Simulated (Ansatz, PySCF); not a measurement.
CH₇GeNO, SMILES C[NH][GeH2][OH]. Atoms are numbered in the order given.

```xyz
11

C     -2.2206    -0.4477     0.2182
N     -1.1584     0.0350    -0.6449
Ge     0.5192     0.3564    -0.0259
O      1.3383    -1.0939     0.6290
H     -2.1147     0.0024     1.2192
H     -3.2113    -0.1473    -0.1648
H     -2.2291    -1.5465     0.3564
H     -1.2485    -0.2556    -1.6127
H      1.3193     0.9199    -1.2126
H      0.4320     1.2725     1.1951
H      1.4868    -1.7768    -0.0344
```

Geometry: ωB97X-D3(BJ)/def2-SVP. This is a generated structure with no PubChem entry under its InChIKey; it may be hypothetical. The values are those of a single conformer.

Two levels are set side by side: PBE-D3(BJ)/def2-SVP (Ansatz, a program for electronic structure) and ωB97X-D3(BJ)/def2-SVP (PySCF). Each level has its own optimised geometry; the coordinates shown are those of the second. Frequencies come from the Hessian of PySCF at each geometry. Differences are taken from unrounded values.

```tsv
quantity	ωB97X-D3(BJ)
mean bond length (Å)	1.342
bond C1–N2 (Å)	1.451
bond N2–Ge3 (Å)	1.817
bond Ge3–O4 (Å)	1.790
bond C1–H5 (Å)	1.103
bond C1–H6 (Å)	1.104
bond C1–H7 (Å)	1.108
bond N2–H8 (Å)	1.015
bond Ge3–H9 (Å)	1.538
bond Ge3–H10 (Å)	1.529
bond O4–H11 (Å)	0.964
highest harmonic wavenumber (cm⁻¹)	3912
mean harmonic wavenumber (cm⁻¹)	1376
zero-point energy (kcal/mol)	53.10
```

**Question.** What does PBE-D3(BJ) give, and how far is it from ωB97X-D3(BJ)? (The exact figures need the calculation; the answer reports its results.)

**Answer.** 
```csv
quantity,PBE-D3(BJ),PBE-D3(BJ) minus ωB97X-D3(BJ)
mean bond length (Å),1.354,0.012
bond C1–N2 (Å),1.453,0.002
bond N2–Ge3 (Å),1.838,0.022
bond Ge3–O4 (Å),1.814,0.024
bond C1–H5 (Å),1.110,0.008
bond C1–H6 (Å),1.112,0.008
bond C1–H7 (Å),1.117,0.009
bond N2–H8 (Å),1.024,0.010
bond Ge3–H9 (Å),1.554,0.016
bond Ge3–H10 (Å),1.543,0.014
bond O4–H11 (Å),0.975,0.011
highest harmonic wavenumber (cm⁻¹),3727,-185
mean harmonic wavenumber (cm⁻¹),1318,-58
zero-point energy (kcal/mol),50.87,-2.23
```

Exact exchange shortens and stiffens bonds; PBE has none. Differences between two approximate levels are no errors against the true value.
